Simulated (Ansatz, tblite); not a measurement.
Isomers of Cu4Te2 (singlet), found by a short tight-binding search and relaxed with PBE-D4/def2-SVP in Ansatz.

In the def2 sets Te takes a core potential; there is no spin–orbit coupling. The xTB rows come from tblite. Correlated methods freeze 44 core orbitals; core or outer-core shells of Te are correlated, in sets that lack core-valence functions.

B: At PBE-QIDH/def2-TZVP the test of the restricted singlet for broken spin symmetry was undecided. C: At MP2/def2-TZVP, PBE-QIDH/def2-TZVP the test of the restricted singlet for broken spin symmetry was undecided.

Other spin states weren't relaxed.

A:

Cartesian coordinates in Å:
```
Cu 1.0010 -1.3074 -0.0193
Cu -0.1169 -0.0653 -1.6418
Cu -1.0003 1.3079 0.0194
Cu 0.1163 0.0647 1.6418
Te -1.6666 -1.2778 0.1691
Te 1.6665 1.2778 -0.1692
```

B:

```xyz
6

Cu   -1.433   -0.038    1.620
Cu    0.877   -0.167    0.957
Cu    0.821   -0.609   -1.396
Cu   -0.789    0.918   -0.494
Te    1.644    1.706   -0.608
Te   -1.120   -1.810   -0.079
```

C:

```xyz
6

Cu    0.089   -0.429   -1.121
Cu   -2.288   -0.086   -0.498
Cu   -0.721   -0.897    1.073
Cu   -0.617    1.436    0.189
Te    1.707   -1.388    0.700
Te    1.830    1.365   -0.343
```

Q: Estimate their order by electronic energy at PBE-QIDH/def2-TZVP, counted from the lowest.

A: A (0.0) < B (6.9) < C (107.0), in kJ/mol.

Q: Do the other levels pick the same lowest one?

A: Not GFN1-xTB, GFN2-xTB, LDA (SPW92)/def2-TZVP, PBE-D4/def2-TZVP, r2SCAN-D4/def2-TZVP, MP2/def2-TZVP. Energies above each level's lowest (kJ/mol):

```csv
level,A,B,C
GFN1-xTB,0.5,0.0,31.5
GFN2-xTB,37.9,48.1,0.0
HF/def2-TZVP,0.0,28.3,158.9
LDA (SPW92)/def2-TZVP,4.6,0.0,66.4
PBE-D4/def2-TZVP,6.3,0.0,61.1
r2SCAN-D4/def2-TZVP,7.7,0.0,76.2
PBE0-D4/def2-TZVP,0.0,5.0,88.0
PBE-QIDH/def2-TZVP,0.0,6.9,107.0
MP2/def2-TZVP,2.1,0.0,90.2
```
Point groups (tolerance 0.1 Å): A D4h, B Cs, C Cs. Lower isomers may exist.
